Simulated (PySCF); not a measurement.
## Calculated data, AlBFHO, C2H7BO, C2H4BO, CH5BOSi and others

Computed with PySCF 2.14.0. Calculation on a computer-drawn molecule: optimised geometry and harmonic frequencies of an isolated molecule of the commonest isotopes, restricted reference for singlets and unrestricted otherwise, frozen core in MP2.

Common to all runs: charge 0.

(1) AlBFHO

Start structure:
```xyz
5
AlBFHO
F     -0.6358     0.8670     0.9327
B     -0.5270     0.1500    -0.1916
O     -1.5277    -0.6476    -0.5630
Al    -2.8932    -1.6253    -0.9126
H      0.4863     0.2656    -0.8184
```

```
multiplicity                                  : 1
method                                        : MP2
basis                                         : cc-pV(D+d)Z
rotational constants                          : 44.8, 2.621, 2.476 GHz
total energy                                  : -442.1521 hartree
convergence status largest gradient component : 5.437e-06 hartree/bohr
```

Drawn bonds:
```
atom  other atom  order
   1           2      1
   2           3      1
   3           4      1
   2           5      1
```

Optimised structure:
```xyz
5
AlBFHO
F     -0.5907     0.9043     0.9519
B     -0.5267     0.1615    -0.1755
O     -1.5637    -0.6349    -0.5189
Al    -2.8908    -1.6650    -0.9706
H      0.4745     0.2438    -0.8398
```

Modes:
```
frequency (cm⁻¹)  reduced mass (dalton)
           35.12                  13.05
           85.05                  4.789
             448                  15.33
           696.8                  8.646
           952.5                   1.69
            1113                  1.684
            1198                  2.752
            1419                  7.473
            2700                  1.094
```

(2) C2H7BO

Start structure:
```xyz
11
C2H7BO
C     -0.2069    -0.3190     2.1695
C      0.0073    -0.6760     0.6484
B     -1.0758     0.0238    -0.2923
O     -2.0461     0.8340     0.1444
H     -1.1567    -0.6574     2.4614
H     -0.0859     0.7030     2.3286
H      0.5915    -0.8776     2.7075
H      1.0261    -0.3389     0.3324
H     -0.0758    -1.7306     0.5210
H     -1.0562    -0.0822    -1.4530
H     -2.0909     1.0431     1.0381
```

```
multiplicity                                  : 1
method                                        : HF
basis                                         : cc-pVDZ
rotational constants                          : 15.08, 5.134, 4.018 GHz
total energy                                  : -179.4233 hartree
convergence status largest gradient component : 4.055e-05 hartree/bohr
```

Drawn bonds:
```
atom  other atom  order
   1           2      1
   2           3      1
   3           4      1
   1           5      1
   1           6      1
   1           7      1
   2           8      1
   2           9      1
   3          10      1
   4          11      1
```

Optimised structure:
```xyz
11
C2H7BO
C     -0.1677    -0.3510     2.1597
C     -0.0299    -0.6358     0.6614
B     -1.0724     0.0562    -0.3104
O     -2.0667     0.8736     0.1013
H     -1.1402    -0.6748     2.5440
H     -0.0632     0.7166     2.3786
H      0.5947    -0.8717     2.7428
H      0.9728    -0.3535     0.3139
H     -0.0845    -1.7167     0.4761
H     -1.0133    -0.1297    -1.4979
H     -2.0990     1.0090     1.0365
```

Modes:
```
frequency (cm⁻¹)  reduced mass (dalton)
           117.5                  1.463
           223.6                  3.274
           250.6                  1.122
           553.8                  1.202
           579.9                  2.721
           751.7                  1.191
           819.6                   2.86
           933.3                  1.166
            1035                  1.262
            1078                  1.508
            1107                  1.557
            1167                  1.743
            1250                  1.404
            1363                  1.226
            1406                  2.044
            1470                  3.015
            1519                  1.234
            1543                  1.126
            1602                  1.054
            1606                  1.038
            2687                  1.095
            3148                  1.061
            3160                  1.042
            3172                  1.097
            3221                  1.102
            3239                    1.1
            4157                  1.066
```

(3) C2H4BO

Start structure:
```xyz
8
C2H4BO
C     -1.0410    -0.9846     0.7549
B     -0.4807    -1.9714     0.1102
C      0.2811    -3.1301    -0.5564
O     -0.1571    -3.7019    -1.6758
H     -1.3726    -1.0054     1.8282
H     -1.4343    -0.0554     0.3643
H      1.1684    -3.4216    -0.1983
H      0.4671    -4.3427    -1.9502
```

```
multiplicity                                  : 2
method                                        : HF
basis                                         : cc-pVDZ
rotational constants                          : 46.93, 3.8, 3.601 GHz
total energy                                  : -177.5307 hartree
spin squared                                  : 0.7636
convergence status largest gradient component : 3.738e-05 hartree/bohr
```

Drawn bonds:
```
atom  other atom  order
   1           2      2
   2           3      1
   3           4      1
   1           5      1
   1           6      1
   3           7      1
   4           8      1
```

Optimised structure:
```xyz
8
C2H4BO
C     -1.1204    -0.9739     0.7993
B     -0.4537    -1.9785     0.1128
C      0.3224    -3.0498    -0.5927
O     -0.2462    -3.8027    -1.5451
H     -1.6642    -1.1660     1.7181
H     -1.1422     0.0510     0.4445
H      1.3628    -3.2635    -0.3698
H      0.3723    -4.4297    -1.8902
```

Modes:
```
frequency (cm⁻¹)  reduced mass (dalton)
           210.8                  4.334
           273.1                  1.582
             348                  1.205
             436                  1.207
           561.9                  7.164
           665.3                  1.372
           807.4                   1.87
           830.1                  1.305
           857.9                  3.452
            1299                  1.553
            1365                  1.713
            1441                  1.182
            1557                  1.612
            1809                  7.016
            3296                  1.062
            3312                  1.088
            3373                  1.109
            4148                  1.067
```

(4) CH5BOSi

Start structure:
```xyz
9
CH5BOSi
B     -1.1327     1.2774    -0.2286
C     -2.1877     0.2755    -0.1502
O     -3.4834     0.6675    -0.5353
Si    -1.9415    -1.5056     0.2729
H     -1.3029     2.3848    -0.5356
H     -0.0484     0.8641     0.0315
H     -4.1982     0.0022    -0.4071
H     -0.6782    -2.0111     0.7472
H     -3.1080    -2.4158     0.3728
```

```
multiplicity                                  : 1
method                                        : HF
basis                                         : cc-pV(D+d)Z
rotational constants                          : 9.245, 4.938, 3.219 GHz
total energy                                  : -429.1839 hartree
convergence status largest gradient component : 3.36e-05 hartree/bohr
```

Drawn bonds:
```
atom  other atom  order
   1           2      1
   2           3      1
   2           4      2
   1           5      1
   1           6      1
   3           7      1
   4           8      1
   4           9      1
```

Optimised structure:
```xyz
9
CH5BOSi
B     -1.1249     1.1497    -0.2030
C     -2.3434     0.2162    -0.1736
O     -3.5570     0.7380    -0.5225
Si    -1.9656    -1.4002     0.3084
H     -1.2325     2.2996    -0.5256
H     -0.0499     0.7121     0.1031
H     -4.2391     0.0858    -0.4758
H     -0.5976    -1.7857     0.6513
H     -2.9709    -2.4767     0.4052
```

Modes:
```
frequency (cm⁻¹)  reduced mass (dalton)
           182.1                   1.37
           277.7                  2.727
           328.8                  1.124
           365.5                  2.753
             498                  1.946
           516.5                  1.149
             584                  1.159
           673.2                  1.339
           729.2                  3.728
           915.5                  1.679
            1016                  1.078
            1040                  1.374
            1169                  2.121
            1327                  1.329
            1363                  6.107
            1465                  1.573
            2347                  1.039
            2423                  1.045
            2673                  1.054
            2747                  1.127
            4147                  1.067
```

(5) AlBH2NO

Start structure:
```xyz
6
AlBH2NO
B     -4.0066     1.9516    -1.0434
N     -2.8842     1.3805    -1.0832
Al    -1.2747     0.4737    -1.0434
O     -0.6741    -1.0494    -0.9316
H     -4.9983     2.5203    -1.0701
H     -0.3447    -1.9143    -0.9113
```

```
multiplicity                                  : 2
method                                        : HF
basis                                         : cc-pV(D+d)Z
rotational constants                          : 30.43, 3.237, 2.926 GHz
total energy                                  : -397.1712 hartree
spin squared                                  : 0.752
convergence status largest gradient component : 2.865e-05 hartree/bohr
```

Drawn bonds:
```
atom  other atom  order
   1           2      2
   2           3      1
   3           4      1
   1           5      1
   4           6      1
```

Optimised structure:
```xyz
6
AlBH2NO
B     -3.8366     1.7319    -1.0729
N     -2.6889     1.2437    -1.0571
Al    -0.9846     0.7393    -1.0485
O     -0.5781    -0.9012    -0.9390
H     -4.9207     2.1797    -1.0869
H     -1.1737    -1.6310    -0.8787
```

Modes:
```
frequency (cm⁻¹)  reduced mass (dalton)
           118.9                  3.795
           147.1                  4.063
           276.2                  4.604
           381.9                  1.227
           592.1                  1.716
           681.6                  3.946
           825.1                  1.361
             835                  1.356
           885.1                  7.476
            1942                  5.235
            2978                  1.191
            4197                  1.067
```
